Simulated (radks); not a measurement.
Values are calculated unless marked as measured or tabulated.
Correlation energies from several functionals, in hartree. Species: Rh4+ [Kr] 4d5; H 1s1; Tb4+ [Xe] 4f7. Level of theory: non-relativistic Kohn-Sham, exchange-only LDA, spin-polarised, spherical densities, point nucleus (a radial shooting solver on a logarithmic mesh with Libxc functionals). Every spin shell is full or empty, so the densities are truly spherical. Functionals are evaluated on that one density, not self-consistently.

| functional | Rh4+ | H | Tb4+ |
|---|---|---|---|
| PW92 | -3.9636 | -0.021565 | -6.2264 |
| PZ | -3.9549 | -0.021704 | -6.2191 |
| Wigner | -2.1116 | 0 | -3.2327 |
| LYP | -2.0679 | 0 | -3.2435 |
| P86 | -2.4431 | -0.0026443 | -4.0005 |
| AM05 | -3.6869 | -0.018837 | -5.8377 |
| OP (B88) | -2.0057 | 0 | -3.1729 |
| revTPSS | -2.1823 | 0 | -3.5775 |
| r2SCAN | -2.1569 | 0 | -3.5859 |
| Tao-Mo | -2.0757 | 0 | -3.4492 |
